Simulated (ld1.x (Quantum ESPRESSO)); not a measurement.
Building the PAW potential for Se (Z = 34) (PBE, scalar-relativistic).

Se, PAW, made with ld1.x (Quantum ESPRESSO) 7.5 (PBE, scalar-relativistic). Core [Ne], reference 3s2 3p6 3d10 4s2 4p4. Waves: 3s (bound): rcut 1.05, rcutus 1.20 bohr; 4s (bound): rcut 1.05, rcutus 1.20 bohr; 3p (bound): rcut 0.80, rcutus 1.00 bohr; 4p (bound): rcut 0.80, rcutus 1.00 bohr; 3d (bound): rcut 0.90, rcutus 1.10 bohr; 3d channel at -3.25 Ry: rcut 0.90, rcutus 1.10 bohr. Local part: all-electron potential smoothed inside 1.20 bohr (lloc = -1). Core correction: a·sin(br)/r model core, default radius (ld1.x builds one for every PAW set, though the input has nlcc=.false.). Augmentation charge: PSQ, inside the norm-conserving radii.

What the tests gave:

```json
{
  "Largest excitation error": "+140 meV (all-electron minus pseudo) for 3s2 3p6 3d9 4s2 4p5, out of 7 test configurations",
  "Lowest eigenvalue of the overlap operator": "-0.93 (s channel); it is negative, so in a basis up to 400 Ry S is not positive definite and the file is unfit for use",
  "Density cutoff estimated by the generator": "516 Ry"
}
```

The ghost test of this file was not conclusive. Its overlap operator is not positive definite in a basis up to 400 Ry (lowest eigenvalue s -0.93), so the file is unfit for use: the generalised eigenproblem breaks down once the basis is large enough, and its test numbers describe a broken file.

Generation and tests took about 2.2 s on one core of a shared server CPU.
